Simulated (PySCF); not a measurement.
Cartesian coordinates (Å):
```xyz
9

Hf    -0.2474    -0.1336     0.0403
O     -1.1023    -0.3864    -1.6785
H     -1.5223    -0.5140    -2.5270
O      0.9552     1.3810    -0.0537
H      1.5467     2.1298    -0.0982
O      0.7536    -1.7248     0.5036
H      1.2501    -2.5082     0.7328
O     -1.5962     0.1961     1.3897
H     -2.2640     0.3578     2.0536
```
Charge 0, spin multiplicity 1.

### Question
What is the computed HOMO, total energy, dipole moment, HOMO–LUMO gap and charge on the central atom (Mulliken) (TPSSh-D3(BJ)/def2-TZVP // r2SCAN-D4/def2-SVP (PySCF 2.14.0))?

### Answer

```yaml
HOMO: -7.48 eV
total_energy: -351.7204 Ha
dipole_moment: 0.00 D
HOMO–LUMO gap: 7.36 eV
charge on the central atom (Mulliken): 1.64 e
```
